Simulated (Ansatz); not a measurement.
SiH2Me(NEt2) (C₅H₁₅NSi). Charge 0, multiplicity 1. Geometry PBE-D4/def2-SVP; atoms count from 1.

```xyz
22

Si   -0.311    1.683    0.468
H     0.946    2.509    0.576
H    -1.319    2.383   -0.410
C    -1.068    1.495    2.194
H    -1.349    2.486    2.610
H    -0.353    1.018    2.895
H    -1.983    0.868    2.160
N     0.133    0.186   -0.326
C     1.439   -0.432   -0.129
C     1.497   -1.468    1.002
C    -0.865   -0.605   -1.039
C    -0.664   -0.627   -2.559
H     2.182    0.370    0.070
H     1.771   -0.910   -1.081
H     1.260   -1.002    1.981
H     0.771   -2.291    0.840
H     2.506   -1.924    1.075
H    -0.887   -1.651   -0.650
H    -1.874   -0.195   -0.815
H    -0.723    0.400   -2.974
H     0.326   -1.044   -2.833
H    -1.436   -1.251   -3.055
```

(1) Estimate the Mulliken populations from the PBE0/def2-TZVP orbitals of Ansatz.

(2) And the Mayer bond orders between heavy atoms (over 0.3)?

## Answers

(1) 
```
atom  charge (e)
 Si1        0.21
  H2       -0.04
  H3       -0.04
  C4       -0.49
  H5        0.13
  H6        0.13
  H7        0.14
  N8       -0.16
  C9       -0.15
 C10       -0.36
 C11       -0.15
 C12       -0.36
 H13        0.12
 H14        0.09
 H15        0.11
 H16        0.11
 H17        0.12
 H18        0.09
 H19        0.11
 H20        0.12
 H21        0.11
 H22        0.12
```
Mulliken values depend strongly on the basis.

(2) Si1–C4 0.98 (1.89 Å); Si1–N8 1.16 (1.75 Å); N8–C9 0.97 (1.46 Å); N8–C11 0.96 (1.46 Å); C9–C10 1.01 (1.53 Å); C11–C12 1.02 (1.53 Å).
